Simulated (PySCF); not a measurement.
MoBr2: PBE0 against B3LYP

Base calculation in PySCF with density fitting and no spin–orbit coupling, PBE0/def2-TZVP (scalar-relativistic core potentials): quintet, C2v, Mo–Br 2.409 Å (×2); Br–Mo–Br 131.5°; wavenumbers 46, 248, 315 cm⁻¹; dipole moment 2.45 D, polar-tensor charge of Mo 1.10 e, atomisation energy (no zero-point energy) 650 kJ/mol.

Problem. What changes on going to B3LYP/def2-TZVP (scalar-relativistic core potentials)?

Solution. The point group stays the same. Changes: mean bond to Mo +0.020 Å, smallest bond angle +0.7 degrees, highest wavenumber -9 cm⁻¹, lowest wavenumber +1 cm⁻¹, dipole moment -0.07 D, polar-tensor charge of Mo -0.02 e, atomisation energy (no zero-point energy) +3 kJ/mol. The new structure has Mo–Br 2.429 Å (×2); Br–Mo–Br 132.2°, with wavenumbers 47, 241, 306 cm⁻¹.

Open d or f shells are single determinants, so the state found may not be the ground state. Each species is the lowest minimum found with this bonding; other isomers or fragments can lie lower.
